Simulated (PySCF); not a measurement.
C4H8O4S.
Numbering: `[CH3:1][CH2:2][C@H:3]1[CH2:4][O:5][S:6](=[O:7])(=[O:8])[O:9]1` (hydrogens: H10, H11, H12 on C1; H13, H14 on C2; H15 on C3; H16, H17 on C4)

Cartesian coordinates in Å at the PBE0-D3(BJ)/def2-SVP level; atoms count from 1:
```xyz
17
C4H8O4S angstrom
C      2.1432    0.8833    0.1783
C      1.0785   -0.1821    0.3670
C     -0.1185   -0.0014   -0.5406
C     -1.1980   -1.1005   -0.3497
O     -2.4468   -0.4329   -0.2736
S     -2.1930    0.9901    0.4709
O     -1.9511    0.7512    1.8726
O     -3.1578    1.9404    0.0104
O     -0.7799    1.2463   -0.2784
H      2.9946    0.7149    0.8531
H      1.7332    1.8814    0.3903
H      2.5279    0.8900   -0.8539
H      1.4946   -1.1870    0.1749
H      0.7105   -0.1842    1.4068
H      0.1915    0.0600   -1.5957
H     -1.2475   -1.7896   -1.2017
H     -1.0189   -1.6696    0.5772
```

The closed-shell ground state was solved at several levels (PySCF, density fitting, gas phase, non-relativistic).

| level | basis functions | HOMO (eV) | LUMO (eV) | gap (eV) | dipole (D) |
| --- | --- | --- | --- | --- | --- |
| mPW1PW91/pcSseg-1 | 200 | -8.87 | 0.61 | 9.48 | 5.57 |
| PBE0/pcSseg-1 | 200 | -8.81 | 0.63 | 9.44 | 5.54 |

What might B3LYP/def2-SVPD (263 basis functions) give for the same quantities?

HOMO -8.64 eV, LUMO -0.21 eV, gap 8.43 eV, dipole 5.54 D.

Over all these levels, which gives the widest orbital gap and which the narrowest?

mPW1PW91/pcSseg-1 (global hybrid, 25 % exact exchange) has the widest, 9.48 eV, and B3LYP/def2-SVPD (global hybrid, 20 % exact exchange) the narrowest, 8.43 eV. Functional and basis both differ between the two, so the spread mixes both effects.

How far do the dipole and the HOMO energy spread over the levels?

The dipole runs from 5.54 to 5.57 D (mean 5.55 D) and the HOMO from -8.87 to -8.64 eV.

One conformer stands for the species.
